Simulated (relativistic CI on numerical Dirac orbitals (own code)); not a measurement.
## Hyperfine structure of Pt40+, mass number 195

Method of calculation: Dirac-Coulomb-Breit CI, separate exchange-only KLI orbitals for each configuration, model QED (radiative potential, 1s self-energy scaled to tabulated hydrogen-like ionisation energies), unscaled Slater integrals (own radial code, finite nucleus).

Configuration list (outside the closed core [Ar] 3d10): 4s2 4p6 4d2, 4s2 4p6 4d 4f, 4s2 4p5 4d3, 4s 4p6 4d3, 4s2 4p5 4d2 4f, 4s 4p6 4d2 4f, 4s2 4p6 4d 5s, 4s2 4p6 4f 5s, 4s2 4p6 4d 5p, 4s2 4p6 4f2, 4s2 4p5 4f3, 4s 4p6 4f3, 4s2 4p6 4f 5p, 4s2 4p5 4f2 5p, 4s 4p6 4f2 5p. Double excitations out of closed p, d and f shells are left out; levels of such configurations are missing from the list, as are those of other unlisted configurations, and high levels can miss mixing partners.

Nuclear spin I = 1/2, μ = 0.6073 μN (tables of Stone and Pyykkö). The electronic factors are computed for point nuclear moments, without core polarisation or the Bohr-Weisskopf and QED corrections.

```csv
Level,E (eV),A (MHz)
4s2 4p6 4d2 3F_2,0.0000,41710
4s2 4p6 4d2 3F_3,23.4614,23640
4s2 4p6 4d2 3P_1,29.2857,-2093
4s2 4p6 4d2 1G_4,29.3118,25170
4s2 4p6 4d2 3F_4,50.5675,16900
```

Levels with J = 0, under 50 % of one LS term, or S terms without an open s electron are left out. Small factors come from cancelling terms and can be off by tens of per cent or more.

At this charge energies of transitions that change n are usually good to better than 1 %, and those within a shell (Δn = 0) to a few per cent. Terms inside the open d or f shell come out 10 to 20 % too wide with unscaled integrals.

**Question.** Give the hyperfine levels of 4s2 4p6 4d2 3F_2 relative to its centre of gravity.

**Answer.** With K = F(F + 1) − I(I + 1) − J(J + 1), E = AK/2: F = 3/2: -62560, F = 5/2: 41710 MHz.

LS names give the leading component of a level, which can be under half, so a name can repeat, a term be missing and a line seem to break the LS rules.
